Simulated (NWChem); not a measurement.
Basis-set dependence for thiourea (CH$_{4}$N$_{2}$S)

```xyz
8

N     -1.0965    -0.3517    -1.0488
C      0.0000     0.0000    -0.3153
N      1.0965     0.3517    -1.0488
S      0.0000     0.0000     1.3534
H     -1.1896    -0.0545    -2.0146
H     -1.9524    -0.4855    -0.5252
H      1.1896     0.0545    -2.0146
H      1.9524     0.4855    -0.5252
```
Charge 0, spin multiplicity 1.

Program: NWChem. All single points use one geometry, from B3LYP/def2-SVP, a minimum by its harmonic frequencies. It is one conformer; others weren't searched.

Hartree-Fock energies in Ha, correlation energies in mHa.

The correlated methods keep 8 core orbitals frozen. The Pople sets run with spherical d functions. Coupled-cluster values serve here as a point of comparison, not as the truth.

```tsv
basis	functions	RHF	MP2	SCS-MP2	CCSD	CR-CCSD[T]	CR-CCSD(T)
cc-pVDZ	80	-546.65340	-596.0	-579.6	-628.7	-644.7	-643.9
6-311G**	104	-546.68524	-623.3	-607.4	-652.8	-672.3	-671.3
```

From cc-pVDZ to 6-311G** the Hartree-Fock energy moves by -31.8 mHa and the MP2 correlation energy by -27.2 mHa, which is 4 % of its value in the larger set.
